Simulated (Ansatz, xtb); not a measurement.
## Relative energy of two isomers of C4H6GeOSe

Structure a is `[GeH3][O]c1cc[se]c1`, a singlet and structure b is `[SeH][GeH2][c]1ccco1`, a singlet. Both are isolated molecules in the gas phase, relaxed with B3LYP/def2-SVP; the shapes shown needn't be the lowest conformers.

a (Å):

```yaml
atoms:
  - { symbol: C, position_ang: [-0.6046, 1.1589, -0.3042] }
  - { symbol: C, position_ang: [-0.4879, 0.1468, 0.7187] }
  - { symbol: C, position_ang: [-1.6630, -0.1952, 1.3254] }
  - { symbol: C, position_ang: [-1.8848, 1.6170, -0.5035] }
  - { symbol: Ge, position_ang: [2.1645, 1.1514, -0.9089] }
  - { symbol: O, position_ang: [0.4326, 1.6457, -1.0309] }
  - { symbol: Se, position_ang: [-3.1055, 0.7717, 0.6345] }
  - { symbol: H, position_ang: [2.6795, 1.4510, 0.5141] }
  - { symbol: H, position_ang: [2.2889, -0.3519, -1.2329] }
  - { symbol: H, position_ang: [2.8413, 2.0305, -1.9673] }
  - { symbol: H, position_ang: [0.4647, -0.3142, 0.9920] }
  - { symbol: H, position_ang: [-1.8056, -0.9298, 2.1169] }
  - { symbol: H, position_ang: [-2.1899, 2.3746, -1.2224] }
```

b (Å):

```yaml
atoms:
  - { symbol: C, position_ang: [0.3341, 0.1552, 0.7444] }
  - { symbol: C, position_ang: [-0.1539, 0.6802, 1.9166] }
  - { symbol: C, position_ang: [-1.4253, 0.0631, 2.1496] }
  - { symbol: C, position_ang: [-1.6225, -0.7905, 1.1009] }
  - { symbol: Ge, position_ang: [1.9557, 0.4653, -0.2771] }
  - { symbol: O, position_ang: [-0.5724, -0.7449, 0.2488] }
  - { symbol: Se, position_ang: [1.5771, 1.7655, -2.2447] }
  - { symbol: H, position_ang: [0.7379, 0.7200, -2.8632] }
  - { symbol: H, position_ang: [2.5881, -0.8838, -0.6692] }
  - { symbol: H, position_ang: [2.9087, 1.3136, 0.5826] }
  - { symbol: H, position_ang: [0.3394, 1.4227, 2.5414] }
  - { symbol: H, position_ang: [-2.1012, 0.2317, 2.9855] }
  - { symbol: H, position_ang: [-2.4277, -1.4715, 0.8357] }
```

Quicker runs give these differences E(b) − E(a): GFN2-xTB −43.6 kJ/mol; HF/STO-3G −99.5 kJ/mol (at GFN2-xTB geometries); r2SCAN-D4/def2-SVP −50.2 kJ/mol (at GFN2-xTB geometries).

Problem. Estimate E(b) − E(a) at the level CCSD(T)/def2-SVP + ΔMP2/def2-TZVPP.

Solution. Calculated at CCSD(T)/def2-SVP + ΔMP2/def2-TZVPP: E(b) − E(a) = −32.7 kJ/mol, so structure b lies lower.

Level by level:

| level | geometry | E(b) − E(a) (kJ/mol) | departure from the last row (kJ/mol) | job, with rough time for the two |
| --- | --- | --- | --- | --- |
| GFN2-xTB | GFN2-xTB | −43.6 | −10.9 | optimisation, 0.15 s |
| HF/STO-3G | GFN2-xTB | −99.5 | −66.8 | single point, 0.68 s |
| r2SCAN-D4/def2-SVP | GFN2-xTB | −50.2 | −17.5 | single point, 4.4 s |
| B3LYP/def2-SVP | B3LYP/def2-SVP | −54.0 | −21.3 | optimisation, 88 s |
| HF/def2-SVP | B3LYP/def2-SVP | −64.3 | −31.6 | part of the CCSD(T) run |
| MP2/def2-SVP | B3LYP/def2-SVP | −49.0 | −16.3 | part of the CCSD(T) run |
| CCSD(T)/def2-SVP | B3LYP/def2-SVP | −53.6 | −20.9 | single point |
| CCSD(T)/def2-SVP + ΔMP2/def2-TZVPP | B3LYP/def2-SVP | −32.7 |  | single point, 2.5 min |

As drawn, b has 1 Ge–Se, 1 C–Ge, 2 C∷O, 1 Se–H in place of 1 Ge–O, 1 C–O, 2 C∷Se, 1 Ge–H (∷ is an aromatic bond).

The levels shown agree on the order. The largest departure from CCSD(T)/def2-SVP + ΔMP2/def2-TZVPP is that of HF/STO-3G, 66.8 kJ/mol. The last row adds to CCSD(T) the change of the MP2 difference between the two basis sets, here +20.9 kJ/mol, a large step that makes the value less sure.

With thermal terms from frequencies at re-optimised GFN2-xTB minima (ideal gas, soft modes damped towards free rotors, one conformer each, 298.15 K, 1 atm): on the last row, ΔE + ΔZPE = −30.2, ΔH = −28.7, ΔG = −33.5 kJ/mol.

The correlated steps freeze 23 core orbitals; the filled d shell of Ge and Se is correlated, in a basis made for valence electrons. Codes used: Ansatz 0.2.0, xtb 6.7.1; the last row on 4 threads of Arm Neoverse V2 on a shared host.
